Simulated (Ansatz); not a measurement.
Changing the shape of CuHO, singlet

Calculated in Ansatz's Gaussian-basis code. Basis def2-SVP, nonrelativistic, 10 orbitals frozen in the corrections; active space CAS(18,10). Restricted Hartree–Fock, then the lowest state-specific CASSCF solution met for each case. A minimal or small basis: far from the basis limit. On stretched bonds single-reference methods can fail or change state. Unlike active orbitals can shift such differences by tenths of an eV, at times by over 1 eV.

Case A:

```xyz
3

Cu    0.0000    1.0147    1.4491
O     0.0000    0.0000    0.0000
H     0.0000    0.5460   -0.7798
```

Case B. A bond is stretched, to 1.34 times the sum of the covalent radii.

```xyz
3

Cu    0.0000    1.5220    2.1736
O     0.0000    0.0000    0.0000
H     0.0000    0.5460   -0.7798
```

Energy less that of case A, in eV:

| case | RHF/ROHF | CASSCF |
| --- | --- | --- |
| B | +1.875 | +1.199 |

Question: Give the SC-NEVPT2 energies against case A.

Answer: B: +1.435 eV (33.1 kcal/mol).
